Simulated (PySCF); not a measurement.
Choosing a molecule for a target property.

Each SMILES stands for a single optimised conformer of the isolated species, non-relativistic unless stated; the electronic structure was computed with PySCF and density fitting.

The conformers computed, where there is a choice (atom-mapped SMILES and torsion angles):
- `[CH3:1][CH2:2][Si@H:3]([CH3:4])[CH2:5][Cl:6]`: C1–C2–Si3–C4 179°, C2–Si3–C5–Cl6 58°
- `[CH2:1]=[CH:2][C@H:3]([CH3:4])[O:5][CH3:6]`: C1–C2–C3–C4 -114°, C2–C3–O5–C6 -68°
- `[CH3:1][CH2:2][O:3][CH:4]1[CH2:5][CH2:6]1`: C1–C2–O3–C4 -70°, C2–O3–C4–C5 166°
- `[O:1]=[CH:2][O:3][C:4]1=[CH:5][CH:6]=[CH:7][CH2:8]1`: O1–C2–O3–C4 0°, C2–O3–C4–C5 180°
- `[OH:1][CH2:2][CH:3]1[CH2:4][CH2:5][CH2:6]1`: O1–C2–C3–C4 75°, H–O1–C2–C3 -55°

(1) Wanted: HOMO energy below -8.8 eV (CAM-B3LYP/def2-SVPD) and lowest triplet excitation (Tamm–Dancoff) above 5 eV (TDA CAM-B3LYP/def2-SVPD), at GFN2-xTB geometries. Which candidate meets both?
A. `CCOC1CC1`
B. `O=[P+]=O`
C. `C=C[C@H](C)OC`
D. `O(C1=CC=CC1)C=O`
E. `CC[Si@H](C)CCl`
F. `O1CCCCC1`

(2) Wanted: static isotropic polarisability between 65 au and 70 au (CAM-B3LYP/def2-SVPD) and electronic spatial extent ⟨r²⟩ about the centre of nuclear charge below 1000 bohr² (CAM-B3LYP/def2-SVPD), at GFN2-xTB geometries. Which candidate meets both?
A. `C=C[C@H](C)OC`
B. `O=[P+]=O`
C. `O=COC1=CC=CC1`
D. `CC[Si@H](C)CCl`
E. `OCC1CCC1`

Answers

(1) E. Computed values:
| species | HOMO energy | lowest triplet excitation (Tamm–Dancoff) |
| --- | --- | --- |
| O=[P+]=O | -21.07 eV | 4.37 eV |
| CC[Si@H](C)CCl | -9.23 eV | 6.12 eV |
| C=C[C@H](C)OC | -8.93 eV | 4.52 eV |
| O1CCCCC1 | -8.64 eV | 7.04 eV |
| CCOC1CC1 | -8.44 eV | 6.90 eV |
| O(C1=CC=CC1)C=O | -7.60 eV | 2.96 eV |

(2) A. Computed values:
```
       species  static isotropic polarisability  electronic spatial extent ⟨r²⟩ about the centre of nuclear charge
      O=[P+]=O                          20.9 au                                                          155 bohr²
      OCC1CCC1                          62.3 au                                                          667 bohr²
 C=C[C@H](C)OC                          67.0 au                                                          678 bohr²
 O=COC1=CC=CC1                          74.8 au                                                          937 bohr²
CC[Si@H](C)CCl                          88.5 au                                                         1121 bohr²
```
